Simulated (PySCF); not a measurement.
**Radial density of Hf (hafnium, neutral)**

r2SCAN, [Xe] 4f14 5d2 6s1 6p1, one real determinant (an excited configuration). All numbers are calculated (PySCF 2.14, scalar relativity by spin-free X2C-1e, in x2c-TZVPPall with one added diffuse shell each of s, p, d, f type (12s8p8d4f1g, 113 functions)).

```
r (bohr)  4πr²ρ (e/bohr)  4πr²(ρα − ρβ)
  0.0141           98.99         0.0016
  0.0238           86.06        -0.0002
  0.0400           110.4         0.0081
  0.0673           127.4         0.0312
   0.113           101.0         0.0678
   0.190           111.3         0.0051
   0.320           58.74         0.0670
   0.538           60.91         0.0104
   0.906           20.01         0.2774
    1.52           7.514         0.9297
    2.56           1.487         1.1285
    4.31          0.6102         0.6071
    7.25         0.06806         0.0680
    12.2        0.001140         0.0011
```

Densities and radii are taken from the X2C orbitals without a picture-change correction, which distorts them close to the nucleus.

⟨L²⟩ = 13.97 against 20 for a pure G term, so this real determinant mixes terms. Spin-orbit coupling, absent here, splits the open shell strongly.
